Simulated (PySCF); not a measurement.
Geometry:
```csv
atom,x (Å),y (Å),z (Å)
C1,-2.453,1.861,0.153
C2,-1.662,0.810,-0.104
Si3,-2.255,-0.942,0.353
N4,-1.102,-1.902,1.212
N5,-0.362,0.956,-0.547
C6,0.255,2.254,-0.631
C7,0.297,-0.080,-1.312
C8,1.434,-0.634,-0.587
C9,2.353,-1.051,0.061
C10,3.462,-1.582,0.826
H11,-3.436,1.705,0.559
H12,-2.178,2.885,-0.030
H13,-2.585,-1.728,-0.846
H14,-3.403,-0.825,1.247
H15,-0.908,-1.646,2.167
H16,-0.233,-2.130,0.754
H17,-0.073,2.824,-1.511
H18,1.337,2.125,-0.680
H19,0.019,2.829,0.264
H20,-0.408,-0.884,-1.536
H21,0.649,0.332,-2.270
H22,3.094,-2.056,1.736
H23,4.002,-2.322,0.236
H24,4.147,-0.779,1.098
```

Theoretical values (PySCF): PBE0/pcSseg-1 with gauge-including orbitals, structure optimised with GFN2-xTB. Averaged over atoms made equivalent by symmetry, fast rotation or ring inversion, no relativistic terms, one computed conformer, isolated molecule.

List the cross peaks expected in HSQC, COSY and HMBC spectra.

Results:



HSQC (one-bond C–H):
```
                δH         δC
        4.14 (H12)  94.2 (C1)
        4.06 (H11)  94.2 (C1)
    3.77 (H20/H21)  45.0 (C7)
2.74 (H17/H18/H19)  37.3 (C6)
2.03 (H22/H23/H24)  4.6 (C10)
```

COSY cross peaks (H two or three bonds apart, from the bond graph; peaks can be absent where the dihedral angle is near 90°):
```
        δH          δH
4.14 (H12)  4.06 (H11)
```

HMBC (two and three bonds, from the bond graph):
```
                δH                                           δC
    4.86 (H13/H14)                        159.8 (C2), 94.2 (C1)
        4.14 (H12)                                   159.8 (C2)
        4.06 (H11)                                   159.8 (C2)
    3.77 (H20/H21)  159.8 (C2), 87.5 (C9), 84.7 (C8), 37.3 (C6)
2.74 (H17/H18/H19)                        159.8 (C2), 45.0 (C7)
2.03 (H22/H23/H24)                         87.5 (C9), 84.7 (C8)
```

Referencing at the same level of theory: ¹H and ¹³C against TMS.

Short H···H contacts in this conformer between protons four or more bonds apart (candidates for NOE cross peaks, intensity ∝ r⁻⁶): H12···H19 2.22 Å, H13···H20 2.43 Å, H18···H21 2.49 Å, H11···H14 2.62 Å.

Exchangeable OH/NH protons stand at their gas-phase positions; hydrogen bonding in a real sample shifts them, mostly to higher δ. Shifts are as computed. Against solution values, carbons near 30 ppm lie about +3 ppm off and those near 130 ppm about +5 ppm. Of 1211 compounds with measured shifts, 218 miss one by over three times the rms of a fit or turn the order of signals round; such compounds aren't used in these exercises.
